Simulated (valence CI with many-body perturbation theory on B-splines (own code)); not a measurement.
**Questions on La50+**

Computed by valence CI with perturbative core correlation (CI+MBPT): five valence electrons over a frozen Dirac-Fock core [He], a basis of 9 s, 9 p, 8 d, 6 f, 3 g, 1 h functions for each j, with the one-electron correlation potential Σ1 (screened to all orders), the two-electron term Σ2, the three-electron term Σ3, Breit, model QED; selected single and double excitations, second order for the rest (own B-spline code, finite nucleus).

The last digits are not significant, and no measured levels were compared; by estimate large intervals hold to a few tenths of a per cent, small ones and those within an open d or f shell to about a per cent. Among the levels kept, up to 1200 cm⁻¹ of a level comes from second order outside the variational space, and about a tenth of that is noise between levels of different J, which matters for small intervals.

Levels are named by their leading jj configuration (3d3/2^4 stands for four electrons in 3d with j = 3/2), which in mixed levels can hold well under half, so a name can repeat and another be missing.

Rates and lifetimes use the calculated energies. Strong lines usually hold to 10 to 20 %, long lifetimes can be off by a factor of two.

Problem. What is the ground level?

Solution. (2s^2 2p1/2^2 2p3/2) J=3/2, composition 47 % 2s2 2p3 2P° + 26 % 2s2 2p3 4S° + 26 % 2s2 2p3 2D°, g = 1.349.

Problem. What are the static dipole polarisabilities of the lowest levels?

Solution. (2s^2 2p1/2^2 2p3/2) J=3/2 0.000282 (tensor 5.5e-05) bohr³, of which the core gives 7.24e-07.

Problem. What is the ionisation energy?

Solution. 9436.7 eV; NIST lists 9437 ± 4 eV (theoretical).

Problem. How well does LS coupling describe the low levels?

Solution. Among the lowest 20 levels the leading LS term, summed over configurations, holds 62 % on average. For single configurations the figures are 62 % in LS and 99 % in jj coupling. Terms mix most in the J = 3/2 level at 392.30 Ry, where the leading one holds 32 %.

Problem. Name the longest-lived excited levels whose lifetime is computed, and their main decay.

Solution. (2s^2 2p1/2 2p3/2^2) J=5/2 at 31.96 Ry lives 8.23 ns, mostly by M1 to (2s^2 2p1/2^2 2p3/2) J=3/2; (2s^2 2p1/2 2p3/2^2) J=1/2 at 34.46 Ry lives 2.22 ns, mostly by M1 to (2s^2 2p1/2^2 2p3/2) J=3/2; (2s^2 2p1/2 2p3/2^2) J=3/2 at 30.43 Ry lives 1.41 ns, mostly by M1 to (2s^2 2p1/2^2 2p3/2) J=3/2.

Problem. Among levels below 447.73 Ry, which E1 lines absorb most strongly from the ground level?

Solution. to (2s^2 2p1/2^2 3d5/2) J=5/2 at 0.2275 nm, f = 0.532; to (2s^2 2p1/2 2p3/2 3d3/2) J=5/2 at 0.2117 nm, f = 0.316; to (2s^2 2p1/2 2p3/2 3d3/2) J=3/2 at 0.2116 nm, f = 0.300.

Problem. Where does the other parity begin?

Solution. At (2s 2p1/2^2 2p3/2^2) J=5/2, 47.71 Ry.
